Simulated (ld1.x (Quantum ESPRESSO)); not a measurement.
u(r) = r·R(r): atom against pseudo-atom (cobalt)

Columns: radius, all-electron u(r) and pseudo u(r) of the 3p shell (level -65.56 eV) of cobalt in the configuration [Ne] 3s2 3p6 3d7 4s2 4p0; Wu–Cohen, scalar-relativistic, TM scheme, ld1.x (Quantum ESPRESSO) 7.5.

```tsv
r (bohr)	all-electron	pseudo
0.060	0.3576	-0.0252
0.120	0.6175	-0.0985
0.180	0.5426	-0.2131
0.240	0.2590	-0.3588
0.300	-0.0969	-0.5221
0.360	-0.4384	-0.6887
0.420	-0.7227	-0.8444
0.480	-0.9357	-0.9773
0.540	-1.0785	-1.0788
0.600	-1.1600	-1.1447
0.660	-1.1916	-1.1750
0.720	-1.1853	-1.1729
0.780	-1.1516	-1.1443
0.840	-1.0991	-1.0956
0.900	-1.0348	-1.0334
0.960	-0.9638	-0.9634
1.020	-0.8899	-0.8899
1.080	-0.8161	-0.8161
1.140	-0.7441	-0.7441
1.200	-0.6753	-0.6753
1.260	-0.6104	-0.6104
1.320	-0.5499	-0.5499
1.380	-0.4940	-0.4940
1.440	-0.4427	-0.4427
1.500	-0.3958	-0.3958
1.560	-0.3534	-0.3534
```

How many radial nodes do the two functions have?

The all-electron 3p function has n − l − 1 = 1; the pseudo-wave has 0, since the states of the same l below it are removed with the core.

At about which radius was the pseudo-wave matched?

1.20 bohr. The columns agree to 0.0005 from 0.96 bohr on; several derivatives are matched, so the curves merge somewhat inside the radius.

Is the pseudo-wave norm-conserving?

Yes: the TM scheme keeps the norm inside the radius equal to the all-electron one, which fixes the energy derivative of the logarithmic derivative at the level.
